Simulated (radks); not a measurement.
Results of a calculation; reference values are marked as such.
Effect of the nuclear size on neutral iron, [Ar] 3d6 4s2. Code: a radial shooting solver on a logarithmic mesh with Libxc functionals. Model: Dirac Kohn-Sham, PBE, spin-unpolarised, spherical densities, finite nucleus; open shells are shared between the two j in proportion to 2j + 1; Fermi nuclear charge, rms radius 3.7377 fm. The rms radius is varied about that value; shifts are against it.

rms radius (fm)  total energy shift (eV)  density at nucleus (e/bohr^3)  1s1/2 shift (meV)  2s1/2 shift (meV)  2p1/2 shift (meV)  3s1/2 shift (meV)
3.1247                           -0.0334                      1.522e+04              -14.2              -1.28              0.136             -0.178
3.491                            -0.0141                      1.514e+04              -5.99             -0.540              0.058             -0.075
3.7377                                 0                       1.51e+04              0.000              0.000              0.000              0.000
4.0143                            0.0170                      1.505e+04               7.19              0.647             -0.069              0.090
4.6422                            0.0597                      1.496e+04               25.3               2.28             -0.243              0.318

Slopes of the eigenvalues against <r^2> in GHz/fm^2, as finite differences over the two radii next to the reference (eigenvalue slopes, not the field-shift constants of lines): 1s1/2 812, 2s1/2 73.1, 2p1/2 -7.79, 3s1/2 10.2.
